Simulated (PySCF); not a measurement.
From one molecule to another.

First species: C₆H₈N₂O.
SMILES: `Cc1nc(C2CC2)no1`

Second species: C5H6OS2.
Atom-mapped SMILES: `[CH:1]#[C:2][C@@H:3]1[S:4][S:5][C@H:6]1[O:7][CH3:8]` (hydrogens: H9 on C1; H10 on C3; H11 on C6; H12, H13, H14 on C8)

Structure used (GFN2-xTB), in Å, numbered top down from 1:
```
atom  x, y, z in Å
C1     2.8940   -0.1603    1.4109
C2     2.1368    0.0385    0.5043
C3     1.2039    0.3461   -0.5412
S4     1.2722    2.1131   -1.1075
S5    -0.7975    1.9237   -0.9451
C6    -0.2639    0.3280   -0.1118
O7    -0.9044   -0.7908   -0.5656
C8    -2.2569   -0.8801   -0.1726
H9     3.5692   -0.3638    2.1876
H10    1.3458   -0.3028   -1.4092
H11   -0.3913    0.4812    0.9700
H12   -2.3461   -0.9149    0.9184
H13   -2.8199   -0.0202   -0.5523
H14   -2.6426   -1.7982   -0.6082
```

Levels: CAM-B3LYP/def2-SVPD for dipole moment, HOMO energy, LUMO energy, HOMO–LUMO gap, static isotropic polarisability and electronic spatial extent ⟨r²⟩ about the centre of nuclear charge; TDDFT CAM-B3LYP/def2-SVPD for lowest singlet excitation; TDA CAM-B3LYP/def2-SVPD for lowest triplet excitation (Tamm–Dancoff); GFN2-xTB for rotational constant A and rotational constant C. Geometries: GFN2-xTB. Each species is one conformer at its optimised geometry, gas phase, non-relativistic unless stated. Electronic properties by PySCF.

Dipoles, sizes and rotational constants follow the conformer. The torsions of the flexible species, by atom-mapped SMILES:
- `[CH3:1][c:2]1[n:3][c:4]([CH:5]2[CH2:6][CH2:7]2)[n:8][o:9]1`: N3–C4–C5–C6 -35°
- `[CH:1]#[C:2][C@@H:3]1[S:4][S:5][C@H:6]1[O:7][CH3:8]`: S5–C6–O7–C8 -71°

Values for the first species:

| Quantity | Value |
| --- | --- |
| Dipole moment | 1.99 D |
| HOMO energy | -8.93 eV |
| LUMO energy | 0.72 eV |
| HOMO–LUMO gap | 9.65 eV |
| Lowest singlet excitation | 6.36 eV |
| Lowest triplet excitation (Tamm–Dancoff) | 4.56 eV |
| Static isotropic polarisability | 82.2 au |
| Electronic spatial extent ⟨r²⟩ about the centre of nuclear charge | 1268 bohr² |
| Rotational constant A | 4.230 GHz |
| Rotational constant C | 0.938 GHz |

Q: Estimate the same properties for the second species, and the change in each.

A: 
```csv
property,first,second,second less first
dipole moment,1.99 D,2.55 D,+0.56 D
HOMO energy,-8.93 eV,-7.26 eV,+1.67 eV
LUMO energy,0.72 eV,-0.45 eV,-1.17 eV
HOMO–LUMO gap,9.65 eV,6.81 eV,-2.84 eV
lowest singlet excitation,6.36 eV,2.86 eV,-3.50 eV
lowest triplet excitation (Tamm–Dancoff),4.56 eV,2.26 eV,-2.30 eV
static isotropic polarisability,82.2 au,101.1 au,+18.9 au
electronic spatial extent ⟨r²⟩ about the centre of nuclear charge,1268 bohr²,1380 bohr²,+112 bohr²
rotational constant A,4.230 GHz,1.857 GHz,-2.373 GHz
rotational constant C,0.938 GHz,0.823 GHz,-0.115 GHz
```

On the first: In wavenumbers S1 is 51300 cm⁻¹ (1 eV = 8065.54 cm⁻¹). The polarisability is 12.18 Å³ as a volume (1 au = 0.148185 Å³), or 1.25 au for each of the 66 electrons.

On the second: The principal polarisabilities are 76.6, 104.3 and 122.2 au; their mean is the isotropic value. The vertical singlet–triplet gap S1 − T1 is 0.60 eV (TDDFT singlet less Tamm–Dancoff triplet; S1: HOMO→LUMO, weight 0.93; T1: HOMO→LUMO, weight 0.91).
